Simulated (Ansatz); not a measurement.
```yaml
crystal:
  periodic: [false, false, false]
  atoms:
    - {symbol: Ga, position_ang: [-0.482345, -0.684299, 1.187777]}
    - {symbol: Ga, position_ang: [-0.356924, 1.382986, -0.237143]}
    - {symbol: Ga, position_ang: [0.839278, -0.698687, -0.950644]}
basis:
  gaussian: {orbitals: pcseg-2}
total_charge: -1
hamiltonian: {xc: {name: SPW92}, pseudopotentials: {relativity: none}}
output: {forces: true}
```

```sh
$ ansatz run in.yaml --threads 4 --pin off --events-out ev --progress --plain --max-ram 3916MiB
```

Shortened log:

```
Functional definition: SPW92
1134 factors; their error is unknown
mean field evaluation 1: about -156890.6272 eV, gradient 4.9e1 eV
mean field evaluation 2: about -156889.7104 eV, gradient 5.6e1 eV
mean field evaluation 4: about -156892.9175 eV, gradient 5.2e0 eV
mean field evaluation 8: about -156893.0832 eV, gradient 2.4e-2 eV
mean field evaluation 16: about -156893.0670 eV, gradient 9.0e-5 eV
mean field evaluation 32: about -156893.0670 eV, gradient 9.0e-5 eV
mean field -156893.06697473 eV, -5765.7138653809 hartree, gradient 9.4e-6 eV, S^2 0.000000; 2 other end points of the search recorded, 0 dependent functions left out
reference -156893.06700118 eV, -5765.7138663530 hartree; 47, 47 occupied and 82, 82 virtual orbitals, 1134 factors
Total energy: -156893.06700118 eV, -5765.7138663530 hartree
Atom 0 at    -0.482345    -0.684299     1.187777 Å, force     0.167654     0.237928    -0.412895 eV/Å
Atom 1 at    -0.356924     1.382986    -0.237143 Å, force     0.117081    -0.468640     0.086640 eV/Å
Atom 2 at     0.839278    -0.698687    -0.950644 Å, force    -0.284735     0.230711     0.326255 eV/Å
Dipole moment:    -0.000626    -0.000885     0.001539 e Å
```

It took 1.8 s on 4 threads of Arm Neoverse V2 on a shared host.

The highest occupied level of an anion often lies above zero with these methods, and sets without diffuse functions describe the outer electron poorly. The restricted singlet is unstable towards broken spin symmetry at other levels; at RKS LDA (SPW92)/pcseg-2 this wasn't settled.

The dipole of an ion depends on the origin.
